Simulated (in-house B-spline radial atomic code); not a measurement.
A run on Zr- that did not converge. Method: scalar-relativistic (X2C) HSE06, spin-polarised, spherical fractional occupations, exact exchange averaged over the configuration, Fermi nucleus of rms radius 4.2694 fm; computed with a B-spline radial code for spherical atoms.

Command:
```bash
python run_scf.py task.json out
```
Settings (nuclear radius in fm, mass in u):
```
Z                40
configuration    [Kr] 4d3 5s2
hamiltonian      x2c
method           hse06
spin_polarised   True
nucleus          fermi
rms_radius       4.2694
atomic_mass      89.9047
speed_of_light   137.035999084
exact_exchange   averaged over the configuration
```

First and last ten iterations of the last attempt (damped for 15 steps, keeping 80 % of the old Fock matrix, then DIIS):
```
 iter        energy (Eh)    residual
    1       -3596.115735    4.30e-01
    2       -3596.257151    1.56e-01
    3       -3597.117259    9.43e-02
    4       -3597.553705    6.09e-02
    5       -3597.769945    4.01e-02
    6       -3597.873181    2.83e-02
    7       -3597.919638    1.86e-02
    8       -3597.938843    1.16e-02
    9       -3597.946100    7.17e-03
   10       -3596.825315    5.56e-02
  111       -3596.800382    5.79e-02
  112       -3596.799886    5.80e-02
  113       -3596.803940    5.79e-02
  114       -3596.798647    5.80e-02
  115       -3596.166750    6.57e-02
  116       -3596.169778    6.57e-02
  117       -3596.171400    6.57e-02
  118       -3596.168992    6.58e-02
  119       -3591.834654    1.11e-01
  120       -3597.878826    5.29e-02
 not converged after 120 iterations
```

The smallest residual met was 2.0e-03; the threshold is about 4e-07. No energy from this run should be used. Time taken, with all properties: 26 s on 1 thread of Arm Neoverse N1, with other jobs on the host.
